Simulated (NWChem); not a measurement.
Program: NWChem. System: silicon monosulfide (SSi), charge 0, spin multiplicity 1, at a geometry optimised with PBE0/def2-SVP. Level: RI-MP2/cc-pVQZ, 10 core orbitals frozen.

Job file:

```
start mol
memory heap 200 mb stack 800 mb global 1000 mb
geometry units angstroms nocenter noautoz
  Si     0.000000     0.000000     1.034479
  S      0.000000     0.000000    -0.905170
  symmetry group C2v
end
basis spherical
  * library cc-pvqz
end
basis "ri-mp2 basis" spherical
  * library cc-pvqz-ri
end
scf
  rhf
  nopen 0
  maxiter 100
  thresh 1e-7
  semidirect memsize 60000000 filesize 0
end
mp2
  freeze core 10
end
task rimp2 energy
```

Output (cleaned and shortened):

```
             Northwest Computational Chemistry Package (NWChem) 7.3.0
             --------------------------------------------------------

                                NWChem Input Module
                                -------------------

 Scaling coordinates for geometry "geometry" by  1.889725989
 (inverse scale =  0.529177249)

 Turning off AUTOSYM since
 SYMMETRY directive was detected!

                             Geometry "geometry" -> ""
                             -------------------------

 Output coordinates in angstroms (scale by  1.889725989 to convert to a.u.)

  No.       Tag          Charge          X              Y              Z
 ---- ---------------- ---------- -------------- -------------- --------------
    1 Si                  14.0000     0.00000000     0.00000000     1.03447900
    2 S                   16.0000     0.00000000     0.00000000    -0.90517000

 Effective nuclear repulsion energy (a.u.)      61.1119350851

            Nuclear Dipole moment (a.u.)
            ----------------------------
        X                 Y               Z
 ---------------- ---------------- ----------------
     0.0000000000     0.0000000000    -0.0000264562

      Symmetry information
      --------------------

 Group name             C2v
 Group number             16
 Group order               4
 No. of unique centers     2

      Symmetry unique atoms

     1    2


 Summary of "ao basis" -> "" (spherical)
 ------------------------------------------------------------------------------
       Tag                 Description            Shells   Functions and Types
 ---------------- ------------------------------  ------  ---------------------
 *                          cc-pvqz                   on all atoms

 Summary of "ri-mp2 basis" -> "" (spherical)
 ------------------------------------------------------------------------------
       Tag                 Description            Shells   Functions and Types
 ---------------- ------------------------------  ------  ---------------------
 *                         cc-pvqz-ri                 on all atoms

 Summary of "ao basis" -> "ao basis" (spherical)
 ------------------------------------------------------------------------------
       Tag                 Description            Shells   Functions and Types
 ---------------- ------------------------------  ------  ---------------------
 Si                         cc-pvqz                 17       59   6s5p3d2f1g
 S                          cc-pvqz                 17       59   6s5p3d2f1g

                                 NWChem SCF Module
                                 -----------------

  ao basis        = "ao basis"
  functions       =   118
  atoms           =     2
  closed shells   =    15
  open shells     =     0
  charge          =   0.00
  wavefunction    = RHF
  use symmetry    = T
  symmetry adapt  = T

 Summary of "ao basis" -> "ao basis" (spherical)
 ------------------------------------------------------------------------------
       Tag                 Description            Shells   Functions and Types
 ---------------- ------------------------------  ------  ---------------------
 Si                         cc-pvqz                 17       59   6s5p3d2f1g
 S                          cc-pvqz                 17       59   6s5p3d2f1g

      Symmetry analysis of basis
      --------------------------

        a1         48
        a2         14
        b1         28
        b2         28

 Forming initial guess at       0.2s

      Superposition of Atomic Density Guess
      -------------------------------------

 Sum of atomic energies:        -686.33264847

      Non-variational initial energy
      ------------------------------

 Total energy =    -686.530341
 1-e energy   =   -1071.569839
 2-e energy   =     323.927563
 HOMO         =      -0.286295
 LUMO         =      -0.040467

      Symmetry analysis of molecular orbitals - initial
      -------------------------------------------------

 !! scf_movecs_sym_adapt:   84 vectors were symmetry contaminated

  Symmetry fudging

 !! scf_movecs_sym_adapt:   74 vectors were symmetry contaminated

  Numbering of irreducible representations:

     1 a1          2 a2          3 b1          4 b2

  Orbital symmetries:

     1 a1          2 a1          3 a1          4 a1          5 b1
     6 b2          7 a1          8 a1          9 b2         10 b1
    11 a1         12 a1         13 b1         14 b2         15 a1
    16 b2         17 b1         18 a1         19 a1         20 b1
    21 b2         22 a1         23 a1         24 a1         25 a2

 Starting SCF solution at      10.4s

 ----------------------------------------------
         Quadratically convergent ROHF

 Convergence threshold     :          1.000E-07
 Maximum no. of iterations :          100
 Final Fock-matrix accuracy:          1.000E-09
 ----------------------------------------------

              iter       energy          gnorm     gmax       time
             ----- ------------------- --------- --------- --------
                 1     -686.4695010139  6.27D-01  2.22D-01     10.4
                 2     -686.5097254500  1.62D-01  5.23D-02     10.6
                 3     -686.5130963234  1.03D-02  3.91D-03     10.8
                 4     -686.5131119844  1.08D-04  3.93D-05     11.1
                 5     -686.5131119866  1.19D-08  2.99D-09     11.6

       Final RHF  results
       ------------------

         Total SCF energy =   -686.513111986649
      One-electron energy =  -1072.640567947298
      Two-electron energy =    325.015520875521
 Nuclear repulsion energy =     61.111935085127

        Time for solution =      1.2s

       Symmetry analysis of molecular orbitals - final
       -----------------------------------------------

  Numbering of irreducible representations:

     1 a1          2 a2          3 b1          4 b2

  Orbital symmetries:

     1 a1          2 a1          3 a1          4 a1          5 b1
     6 b2          7 a1          8 b1          9 b2         10 a1
    11 a1         12 a1         13 a1         14 b1         15 b2
    16 b1         17 b2         18 a1         19 a1         20 b2
    21 b1         22 a1         23 a1         24 a2         25 a1

             Final eigenvalues
             -----------------

              1
    1  -91.9384
    2  -68.8393
    3   -8.9425
    4   -6.6229
    5   -6.6223
    6   -6.6223
    7   -6.1843
    8   -4.2854
    9   -4.2854
   10   -4.2845
   11   -0.9389
   12   -0.5734
   13   -0.3903
   14   -0.3875
   15   -0.3875
   16    0.0211
   17    0.0211
   18    0.1104
   19    0.1792
   20    0.2056
   21    0.2056
   22    0.2352
   23    0.2550
   24    0.2550
   25    0.2685

                       ROHF Final Molecular Orbital Analysis
                       -------------------------------------

 Vector   13  Occ=2.000000D+00  E=-3.903190D-01  Symmetry=a1
              MO Center=  1.1D-16, -8.5D-17,  6.0D-01, r^2= 3.2D+00
   Bfn.  Coefficient  Atom+Function         Bfn.  Coefficient  Atom+Function
  ----- ------------  ---------------      ----- ------------  ---------------
     6      0.356344  1 Si s                 77     -0.335017  2 S  pz
     5      0.324608  1 Si s                 18      0.259108  1 Si pz
    15      0.232325  1 Si pz                74     -0.227077  2 S  pz
     3      0.202018  1 Si s                 80     -0.179861  2 S  pz
    12      0.161460  1 Si pz                71     -0.157530  2 S  pz

 Vector   14  Occ=2.000000D+00  E=-3.875019D-01  Symmetry=b1
              MO Center= -9.0D-17,  1.2D-32, -5.0D-01, r^2= 1.9D+00
   Bfn.  Coefficient  Atom+Function         Bfn.  Coefficient  Atom+Function
  ----- ------------  ---------------      ----- ------------  ---------------
    75      0.419324  2 S  px                72      0.284246  2 S  px
    78      0.219808  2 S  px                69      0.198184  2 S  px
    16      0.182816  1 Si px

 Vector   15  Occ=2.000000D+00  E=-3.875019D-01  Symmetry=b2
              MO Center=  1.1D-31,  3.8D-18, -5.0D-01, r^2= 1.9D+00
   Bfn.  Coefficient  Atom+Function         Bfn.  Coefficient  Atom+Function
  ----- ------------  ---------------      ----- ------------  ---------------
    76      0.419324  2 S  py                73      0.284246  2 S  py
    79      0.219808  2 S  py                70      0.198184  2 S  py
    17      0.182816  1 Si py

 Vector   16  Occ=0.000000D+00  E= 2.113159D-02  Symmetry=b1
              MO Center= -3.3D-16,  1.5D-31,  9.3D-01, r^2= 4.4D+00
   Bfn.  Coefficient  Atom+Function         Bfn.  Coefficient  Atom+Function
  ----- ------------  ---------------      ----- ------------  ---------------
    19      0.702259  1 Si px                78     -0.428936  2 S  px
    16      0.316871  1 Si px                13      0.215476  1 Si px
    75     -0.170491  2 S  px                72     -0.162056  2 S  px

 Vector   17  Occ=0.000000D+00  E= 2.113159D-02  Symmetry=b2
              MO Center= -4.7D-31,  6.0D-16,  9.3D-01, r^2= 4.4D+00
   Bfn.  Coefficient  Atom+Function         Bfn.  Coefficient  Atom+Function
  ----- ------------  ---------------      ----- ------------  ---------------
    20      0.702259  1 Si py                79     -0.428936  2 S  py
    17      0.316871  1 Si py                14      0.215476  1 Si py
    76     -0.170491  2 S  py                73     -0.162056  2 S  py

 Vector   18  Occ=0.000000D+00  E= 1.103575D-01  Symmetry=a1
              MO Center= -5.2D-18, -2.6D-18,  6.2D-01, r^2= 9.4D+00
   Bfn.  Coefficient  Atom+Function         Bfn.  Coefficient  Atom+Function
  ----- ------------  ---------------      ----- ------------  ---------------
    65      3.870257  2 S  s                  6     -2.700080  1 Si s
    21      2.051720  1 Si pz                80      1.374448  2 S  pz
    18      1.224321  1 Si pz                77      0.790206  2 S  pz
     5     -0.710520  1 Si s                 24     -0.606886  1 Si d  0
    83      0.368650  2 S  d  0              64     -0.311192  2 S  s

 center of mass
 --------------
 x =   0.00000000 y =   0.00000000 z =   0.00004375

 moments of inertia (a.u.)
 ------------------
         200.462357521714           0.000000000000           0.000000000000
           0.000000000000         200.462357521714           0.000000000000
           0.000000000000           0.000000000000           0.000000000000

  Mulliken analysis of the total density
  --------------------------------------

    Atom       Charge   Shell Charges
 -----------   ------   -------------------------------------------------------
    1 Si  14    13.63   2.00  1.97 -0.02  0.38  1.04  0.50  5.97  0.01  0.55  0.83  0.20  0.09  0.08  0.02  0.02  0.01  0.00
    2 S   16    16.37   2.00  1.95 -0.02  0.36  1.07  0.45  5.97  0.09  1.24  2.27  0.91  0.04  0.02  0.01  0.01  0.00  0.00

       Multipole analysis of the density wrt the origin
       ------------------------------------------------

     L   x y z        total         open         nuclear
     -   - - -        -----         ----         -------
     0   0 0 0     -0.000000      0.000000     30.000000

     1   1 0 0     -0.000000      0.000000      0.000000
     1   0 1 0      0.000000      0.000000      0.000000
     1   0 0 1      0.921331      0.000000     -0.000026

     2   2 0 0    -19.084245      0.000000      0.000000
     2   1 1 0      0.000000      0.000000      0.000000
     2   1 0 1      0.000000      0.000000      0.000000
     2   0 2 0    -19.084245      0.000000      0.000000
     2   0 1 1     -0.000000      0.000000      0.000000
     2   0 0 2    -19.718109      0.000000    100.316121

                               NWChem RI-MP2 Module
                               --------------------

 Summary of "ri-mp2 basis" -> "ri-mp2 basis" (spherical)
 ------------------------------------------------------------------------------
       Tag                 Description            Shells   Functions and Types
 ---------------- ------------------------------  ------  ---------------------
 Si                        cc-pvqz-ri               38      158   11s9p8d6f3g1h
 S                         cc-pvqz-ri               38      158   11s9p8d6f3g1h

 SCF Reference Information:
            File: './mol.movecs'
           Title: ''
    Size (AOxMO):    118 x    118
       Total Occ:              30.00
 RI-MP2 Calculation Information:
          Nr. of AO basis functions:        118
     Nr. of fitting basis functions:        316
               Nr. of MO spin cases:          1
        Nr. of MOs to be correlated:        108
     Nr. of occupied MOs correlated:          5
      Nr. of virtual MOs correlated:        103

          RI integral approximation: 'V'
    Threshold for Schwarz screening:  1.000E-09
 Smallest eigenvalue retained in fit  1.000E-08
    Type of storage for MO integrals 'EAF library'

 Transformation block size    5, requiring     1 integral passes.
 XForm_3cInts: Completed     1:    5 pass.
 Energy evaluation using block sizes     5    5
 RIMP2_V_E2: Approx. ints. done (    1:    5,    1:    5)
 RIMP2_V_E2: Copy to B done (    1:    5,    1:    5)
 RIMP2_V_E2: Denominators done (    1:    5,    1:    5)
 RIMP2_V_E2: Completed block (    1:    5,    1:    5)

          -------------------------------------------
          SCF energy                -686.513111986649
          Correlation energy          -0.281210324926
          Total MP2 energy          -686.794322311575
          -------------------------------------------

 -----------------------
 Performance information
 -----------------------

 Timer overhead =  2.74D-07 seconds/call

               Nr. of calls         CPU time (s)                 Wall time (s)                GFlops
             ---------------    -------------------     ------------------------------   -------------------
Name         Min   Avg   Max    Min     Avg     Max     Min     Avg     Max   Mx/calls   Min     Max     Sum
Overall       1     1     1    14.     14.     14.      14.     14.     14.     14.      0.0     0.0     0.0
3c integr     1     1     1    2.1     2.1     2.1      2.1     2.1     2.1     2.1      0.0     0.0     0.0
Energy        1     1     1   6.80E-2 6.80E-2 6.80E-2  6.80E-2 6.80E-2 6.80E-2 6.80E-2   0.0     0.0     0.0
3c integr     1     1     1    2.1     2.1     2.1      2.1     2.1     2.1     2.1      0.0     0.0     0.0
First 2/3     3     3     3   9.47E-3 9.47E-3 9.47E-3  9.48E-3 9.48E-3 9.48E-3 3.16E-3   0.0     0.0     0.0
Final 1/3     1     1     1   5.99E-3 5.99E-3 5.99E-3  5.99E-3 5.99E-3 5.99E-3 5.99E-3   0.0     0.0     0.0
Write 3c      1     1     1   1.34E-3 1.34E-3 1.34E-3  1.34E-3 1.34E-3 1.34E-3 1.34E-3   0.0     0.0     0.0
Read 3c i     1     1     1   4.37E-4 4.37E-4 4.37E-4  4.37E-4 4.37E-4 4.37E-4 4.37E-4   0.0     0.0     0.0
Fitting b     1     1     1   0.11    0.11    0.11     0.11    0.11    0.11    0.11      0.0     0.0     0.0
Schwarz i     1     1     1   0.15    0.15    0.15     0.15    0.15    0.15    0.15      0.0     0.0     0.0
Form 4ci      1     1     1   7.78E-3 7.78E-3 7.78E-3  7.78E-3 7.78E-3 7.78E-3 7.78E-3   0.0     0.0     0.0
Form A &      1     1     1   5.73E-2 5.73E-2 5.73E-2  5.73E-2 5.73E-2 5.73E-2 5.73E-2   0.0     0.0     0.0
Denominat     1     1     1   4.22E-4 4.22E-4 4.22E-4  4.22E-4 4.22E-4 4.22E-4 4.22E-4   0.0     0.0     0.0
Pair Ener     1     1     1   1.17E-3 1.17E-3 1.17E-3  1.17E-3 1.17E-3 1.17E-3 1.17E-3   0.0     0.0     0.0

 The average no. of pstat calls per process was 1.60D+01
 with a timing overhead of 4.39D-06s

 Task  times  cpu:       14.1s     wall:       14.1s

 Total times  cpu:       14.1s     wall:       14.1s
```
